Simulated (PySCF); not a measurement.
# Assigning NMR signals

Geometry:
| atom | x (Å) | y (Å) | z (Å) |
| --- | --- | --- | --- |
| C1 | -2.152 | 0.005 | -0.133 |
| N2 | -0.756 | -0.261 | -0.416 |
| C3 | -0.565 | -1.601 | -0.922 |
| C4 | 0.099 | -0.014 | 0.729 |
| C5 | 0.112 | 1.411 | 1.232 |
| C6 | 1.371 | 1.835 | 1.089 |
| Si7 | 1.987 | 0.220 | 0.335 |
| C8 | 2.400 | 0.293 | -1.480 |
| N9 | 2.681 | 0.334 | -2.590 |
| H10 | -2.738 | -0.191 | -1.030 |
| H11 | -2.273 | 1.054 | 0.131 |
| H12 | -2.546 | -0.616 | 0.688 |
| H13 | -1.185 | -1.740 | -1.806 |
| H14 | -0.824 | -2.377 | -0.183 |
| H15 | 0.479 | -1.731 | -1.208 |
| H16 | -0.130 | -0.717 | 1.554 |
| H17 | -0.733 | 1.938 | 1.646 |
| H18 | 1.775 | 2.793 | 1.369 |
| H19 | 2.988 | -0.624 | 0.987 |

[PySCF 2.14.0 with density-fitted response routines: structure optimised with GFN2-xTB; σ from GIAO-PBE0/pcSseg-1; in vacuum; one computed conformer; relativity neglected; rapidly exchanging positions averaged]

δ = σ(ref) − σ, references computed at the same level: ¹³C (σ = 186.93 ppm) and ¹H (σ = 31.72 ppm) vs TMS.

(1) Assign these signals to the numbered atoms. ¹³C{¹H} NMR (computed): δ 170.1, 143.5, 124.0, 70.8, 46.2.

(2) Assign these signals to the numbered atoms. ¹H NMR (300 MHz, computed): δ 7.75 (m, 1H), 6.36 (m, 1H), 5.25 (m, 1H), 2.90 (m, 1H), 2.32 (s, 6H).

Results:

(1) 
| δ (ppm) | atoms | environment | reason |
| --- | --- | --- | --- |
| 170.1 | C5 | alkene CH | – |
| 143.5 | C6 | alkene CH | the olefinic region |
| 124.0 | C8 | nitrile carbon | this is the usual window of a C≡N carbon, which has no attached hydrogen |
| 70.8 | C4 | allylic sp3 CH bonded to N and Si | pulled downfield by the heteroatom |
| 46.2 | C1/C3 | methyl carbon bonded to N | pulled downfield by the heteroatom |

(2) 
7.75 → H17, hydrogen on an alkene CH: a vinylic proton, deshielded by the sp2 carbon and the C=C anisotropy
6.36 → H18, hydrogen on an alkene CH
5.25 → H19, hydrogen on a silicon bonded to 3 C, in a 4-membered ring
2.90 → H16, hydrogen on an allylic sp3 CH bonded to N and Si: its carbon carries N, which withdraws density
2.32 → H10/H11/H12/H13/H14/H15, hydrogen on a methyl carbon bonded to N: its carbon carries N, hence the downfield position

Shifts are as computed. Against solution values, carbons near 30 ppm lie about +3 ppm off and those near 130 ppm about +5 ppm. Of 1211 compounds with measured shifts, 218 miss one by over three times the rms of a fit or turn the order of signals round; such compounds aren't used in these exercises. Multiplicities follow the n + 1 count of equivalent neighbours, as no J values were calculated; m marks all less simple cases, F and P coupling included.
